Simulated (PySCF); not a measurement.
EPR parameters of [C4H8OSSi]+

C4H8OSSi (charge +1 and doublet state).
Numbering: `[CH2+:1][C:2]1[CH2:3][SiH2:4][CH2:5][S@:6]1=[O:7]` (hydrogens: H8, H9 on C1; H10, H11 on C3; H12, H13 on Si4; H14, H15 on C5)

Structure used (GFN2-xTB), in Å, numbered top down from 1:
```
atom  x, y, z in Å
C1     2.3582   -0.2511   -0.1652
C2     1.1122   -0.0562    0.1981
C3     0.3276    1.1384    0.5532
Si4   -1.3926    0.9982   -0.3074
C5    -1.6354   -0.8866    0.1105
S6     0.0249   -1.5779    0.2302
O7     0.3122   -2.3218   -0.9684
H8     3.0502    0.5693   -0.2876
H9     2.7493   -1.2306   -0.3884
H10    0.8819    2.0299    0.2592
H11    0.2036    1.1938    1.6383
H12   -1.2712    1.1383   -1.7539
H13   -2.4248    1.7342    0.4089
H14   -2.1849   -1.4629   -0.6273
H15   -2.1156   -1.0069    1.0779
```

The hyperfine couplings belong to this conformer and change with its torsions.

Theory: UKS B3LYP, pcH-1 on C H O S Si, non-relativistic, mean-field spin-orbit, GIAO (PySCF 2.14.0). Isolated species at its GFN2-xTB geometry (one conformer only). A GFN2-xTB geometry isn't a minimum of the functional, and hyperfine couplings can be far from their values at a DFT geometry, by a factor of two or more for some ions and for spin on atoms past the first row. No stability test was run, so a lower SCF solution isn't excluded.

```
g1, g2, g3                      : 2.00178, 2.01132, 2.01418
g_iso                           : 2.00910
Form of g                       : rhombic: the two nearest values differ by 23 % of g3 − g1
⟨S²⟩                            : 0.7549 (exact 0.7500)
α and β electrons               : 35, 34
HOMO–LUMO gap, α and β orbitals : 6.54, 2.37 eV
Total energy                    : -919.80160 Eh
```

Hyperfine couplings atom by atom, in 10⁻⁴ cm⁻¹; T1 to T3 are the principal values of the dipolar part (1 × 10⁻⁴ cm⁻¹ = 2.998 MHz):

| atom | isotope | a_iso | of which spin–orbit | T1 | T2 | T3 | Mulliken spin population |
| --- | --- | --- | --- | --- | --- | --- | --- |
| C1 | 13C | -0.4 | 0.0 | -1.1 | -0.9 | 1.9 | 0.03 |
| C2 | 13C | 7.9 | 0.0 | -3.6 | -3.1 | 6.7 | 0.07 |
| C3 | 13C | 3.4 | 0.0 | -0.8 | -0.6 | 1.4 | 0.01 |
| Si4 | 29Si | -2.9 | 0.0 | -3.4 | 1.7 | 1.7 | 0.03 |
| C5 | 13C | 2.5 | 0.0 | -3.5 | -3.1 | 6.6 | 0.07 |
| S6 | 33S | 29.7 | -0.1 | -11.1 | -10.8 | 22.0 | 0.29 |
| O7 | 17O | -9.4 | -0.5 | -52.7 | 26.1 | 26.6 | 0.48 |
| H8 | 1H | 4.8 | 0.0 | -0.8 | -0.5 | 1.3 | 0.01 |
| H9 | 1H | 1.7 | 0.0 | -1.0 | -0.3 | 1.3 | 0.00 |
| H10 | 1H | 6.3 | 0.0 | -0.6 | -0.2 | 0.8 | 0.01 |
| H11 | 1H | -0.6 | 0.0 | -0.7 | -0.4 | 1.1 | 0.00 |
| H12 | 1H | 2.9 | 0.0 | -0.5 | -0.1 | 0.7 | 0.00 |
| H13 | 1H | 5.2 | 0.0 | -0.4 | -0.1 | 0.6 | 0.01 |
| H14 | 1H | -2.2 | 0.0 | -1.8 | -0.1 | 1.9 | 0.00 |
| H15 | 1H | 0.3 | 0.0 | -2.0 | -1.1 | 3.0 | 0.00 |

Largest spin populations (Mulliken): O7 (+0.48), S6 (+0.29), C5 (+0.07) and C2 (+0.07).

C2, the radical centre as drawn in `[CH2+][C]1C[SiH2]C[S@]1=O`, holds a spin population of +0.07 out of 1.

Axes: g3 points within 15° of the S6–O7 bond.

Under fast tumbling the dipolar parts average out, and these isotropic splittings remain (the largest six): 1 × 1H (H10, I = 1/2, 2 lines) with 0.68 mT, 1 × 1H (H13, I = 1/2, 2 lines) with 0.55 mT, 1 × 1H (H8, I = 1/2, 2 lines) with 0.51 mT, 1 × 1H (H12, I = 1/2, 2 lines) with 0.30 mT, 1 × 1H (H14, I = 1/2, 2 lines) with 0.24 mT and 1 × 1H (H9, I = 1/2, 2 lines) with 0.18 mT.

H8 and H9 aren't averaged: C1 is flat or nearly so (angle sum 360°), and its turn about the short C1–C2 bond (1.31 Å) is taken as slow.

The 17O coupling of O7 (-28.3 MHz) shows only in satellite lines or after enrichment, since that isotope makes up about 0.038 % of natural oxygen.

The 33S coupling of S6 (89.1 MHz) shows only in satellite lines or after enrichment, since that isotope makes up about 0.76 % of natural sulfur.

Examples of negative spin density at the nucleus (bohr⁻³): H14 (-0.0015).
